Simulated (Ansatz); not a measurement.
The cluster Li₆Cl₅, relaxed as a doublet with UKS r2SCAN-D4/def2-SVP in Ansatz, starting from the GFN1-xTB geometry. Force threshold 0.02 eV/Å.

The relaxation made no stability test and no search for a lower SCF solution. The structure comes from a short search, and lower isomers may exist.

Start:

```xyz
11

Li   -1.800    0.222    1.198
Li   -0.851   -2.041   -0.135
Li    1.366   -1.586    1.281
Li    1.219    1.770   -0.094
Li    1.732   -0.724   -1.222
Li   -1.149    1.066   -1.403
Cl    0.894    1.059   -2.259
Cl   -2.441   -0.645   -0.829
Cl    2.548    0.203    0.740
Cl   -0.672   -1.454    2.119
Cl   -0.846    2.130    0.604
```

| step | energy (eV) | largest force component (eV/Å) | SCF passes |
| --- | --- | --- | --- |
| 1 | -63834.6887 | 0.477 | 13 |
| 2 | -63834.8989 | 0.226 | 16 |
| 3 | -63834.9403 | 0.134 | 19 |
| 4 | -63834.9529 | 0.038 | 16 |
| 5 | -63834.9541 | 0.021 | 18 |
| 6 | -63834.9543 | 0.029 | 18 |
| 7 (rejected) | -63834.9540 | 0.034 | 18 |
| 8 | -63834.9547 | 0.017 | 18 |

Force components are those of the run's own axes.

End:

```csv
atom,x (Å),y (Å),z (Å)
Li1,-1.8585,0.2028,1.2587
Li2,-0.9385,-2.1787,-0.1703
Li3,1.3741,-1.3965,1.5283
Li4,1.3044,1.8356,-0.0923
Li5,1.8083,-0.7607,-1.3436
Li6,-1.1893,1.0919,-1.4648
Cl7,0.9472,1.1540,-2.3103
Cl8,-2.5450,-0.6483,-0.8185
Cl9,2.7368,0.1758,0.6378
Cl10,-0.7894,-1.6444,2.1443
Cl11,-0.8501,2.1684,0.6306
```

By distances, no bond broke or formed. The bond that changes most is Li2–Li5, from 3.10 to 3.31 Å (atoms count from 1).

No frequencies were taken in this run, so the end may be a saddle point.

It took 43 s on 4 threads of Arm Neoverse V2 on a shared host.
